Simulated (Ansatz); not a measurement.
Two members of one family ((MgO)n), computed with Ansatz in the gas phase. The two geometries come from different levels. Binding counts from free atoms in the multiplicity of their measured ground term, without zero-point energy. The structures are stationary points that may keep the symmetry of their start.

First: (MgO)2 ring (singlet, charge 0, r2SCAN-D4/def2-TZVP geometry).

```xyz
4

Mg    1.011    0.261   -0.585
O     0.542   -1.268    0.372
Mg   -1.011   -0.261    0.585
O    -0.542    1.268   -0.372
```

```tsv
level	HOMO (eV)	LUMO (eV)	gap (eV)	binding per atom (eV)
PBE-D4/def2-SVP	-4.46	-3.23	1.24	2.82
PBE-D4/def2-TZVPD	-4.55	-3.14	1.41	2.84
revPBE-D4/def2-TZVP	-4.39	-3.02	1.37	2.68
r2SCAN-D4/def2-TZVP	-4.59	-2.68	1.90	2.80
r2SCAN0-D4/def2-TZVP	-5.93	-2.13	3.79	2.56
```

Second: (MgO)3 ring (singlet, charge 0, PBE0-D4/def2-SVP geometry).

```xyz
6

Mg   -1.471    0.290   -0.814
O    -0.962   -1.475   -0.823
Mg    0.627   -1.583    0.090
O     1.677   -0.330    0.927
Mg    0.844    1.294    0.724
O    -0.715    1.805   -0.103
```

Task: Estimate the same table for the second.

Result: 
```json
{"level": "PBE-D4/def2-SVP", "HOMO (eV)": "-5.17", "LUMO (eV)": "-2.64", "gap (eV)": "2.52", "binding per atom (eV)": "3.41"}
{"level": "PBE-D4/def2-TZVPD", "HOMO (eV)": "-5.19", "LUMO (eV)": "-2.59", "gap (eV)": "2.60", "binding per atom (eV)": "3.37"}
{"level": "revPBE-D4/def2-TZVP", "HOMO (eV)": "-5.06", "LUMO (eV)": "-2.45", "gap (eV)": "2.60", "binding per atom (eV)": "3.22"}
{"level": "r2SCAN-D4/def2-TZVP", "HOMO (eV)": "-5.35", "LUMO (eV)": "-2.10", "gap (eV)": "3.25", "binding per atom (eV)": "3.37"}
{"level": "r2SCAN0-D4/def2-TZVP", "HOMO (eV)": "-6.70", "LUMO (eV)": "-1.56", "gap (eV)": "5.14", "binding per atom (eV)": "3.15"}
```
